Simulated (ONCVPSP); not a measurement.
# Building the ONCV potential for silver (LDA (Perdew-Zunger), scalar-relativistic).

| Item | Value |
| --- | --- |
| Element | silver (Ag) |
| Generator | ONCVPSP 4.0.1 |
| Type | optimised norm-conserving Vanderbilt (ONCV) |
| Functional | LDA (Perdew-Zunger) |
| Relativity | scalar-relativistic |
| Frozen core | [Ar] 3d10 |
| Valence charge | 19 |
| Reference configuration | 4s2 4p6 4d10 5s0.5 (charge +0.5) |
| Partial waves | 4s+5s: rc 1.65 bohr, ncon 4, nbas 7, qcut 7.1 1/bohr, 2 projectors; 4p: rc 1.00 bohr, ncon 4, nbas 7, qcut 7.7 1/bohr, 2 projectors, debl 0.5 Ha; 4d: rc 1.55 bohr, ncon 3, nbas 8, qcut 11.5 1/bohr, 1 projector |
| Local potential | polynomial inside 0.85 bohr (lpopt 5, dvloc0 2 Ha) |
| Core correction | Teter function, fcfact 2.5, rcfact 1.4 |

In the p channel the program set the typed energies aside and used -2.302, 0.250 Ha.

Task: Does the generator finish with these settings?

Result: Yes, a potential is produced and its reference levels are reproduced.

Task: Estimate the cutoffs (Ha) at which the residual kinetic energy of the hardest occupied pseudo-wave falls to 1 and 0.1 mHa per electron.

Result: 122 Ha and 148 Ha.

Task: What does a ghost test show?

Result: No bound ghost flagged; GHOST(+) flagged for s at 82.0 eV.

Task: Which valence shell sets the plane-wave cutoff?

Result: 4p: 122 Ha for 1 mHa per electron, against 34 Ha for 4d.

Task: Tests: 4s2 4p6 4d10 5s1; 4s2 4p6 4d10 5s0; 4s2 4p6 4d9 5s0; 4s1 4p6 4d10 5s1. Which has the largest error in its energy relative to the reference configuration, and how large is it?

Result: 4s1 4p6 4d10 5s1, with -384 meV (all-electron minus pseudo) on +98.90 eV.
